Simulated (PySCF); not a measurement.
PySCF run on BeCl

Input:

```python
from pyscf import gto, scf

mol = gto.M(
    atom='Be 0 0 0; Cl 0 0 1.705',
    basis='6-31g',
    charge=0,
    spin=1,
    verbose=3,
)
mf = scf.UHF(mol)
mf = mf.sfx2c1e()
mf.kernel()
mf.stability(internal=True, external=True)
mf.dip_moment()
print('orbital energies (hartree):', [e[max(0, n-3):n+3].round(4) for e, n in zip(mf.mo_energy, mol.nelec)])
```

```bash
$ OMP_NUM_THREADS=1 python input.py
```

Output (some set-up lines and the per-cycle HOMO/LUMO lines with their warnings removed):

```
converged SCF energy = -475.370952162821  <S^2> = 0.75276196  2S+1 = 2.0027601
<class 'pyscf.x2c.sfx2c1e.sfX2C1eUHF'> wavefunction is stable in the internal stability analysis
<class 'pyscf.x2c.sfx2c1e.sfX2C1eUHF'> wavefunction is stable in the real -> complex stability analysis
<class 'pyscf.x2c.sfx2c1e.sfX2C1eUHF'> wavefunction is stable in the UHF/UKS -> GHF/GKS stability analysis
Dipole moment(X, Y, Z, Debye): -0.00000,  0.00000, -1.42777
orbital energies (hartree): [array([-0.4824, -0.4824, -0.337 ,  0.0747,  0.0747,  0.1841]), array([-0.5519, -0.4846, -0.4846,  0.0547,  0.1271,  0.1271])]
```

In short: E(SCF) = -475.370952 Eh, ⟨S²⟩ = 0.753, μz(SCF) = -1.43 D, internal stable; real -> complex stable; UHF/UKS -> GHF/GKS stable.

It ran on Arm Neoverse V2 (1 thread, shared host) in 0.91 s.

This basis is contracted without relativity, so it recovers only part of the relativistic shift. The bond length is a typed value, not an optimised one. No search for the lowest solution was made.
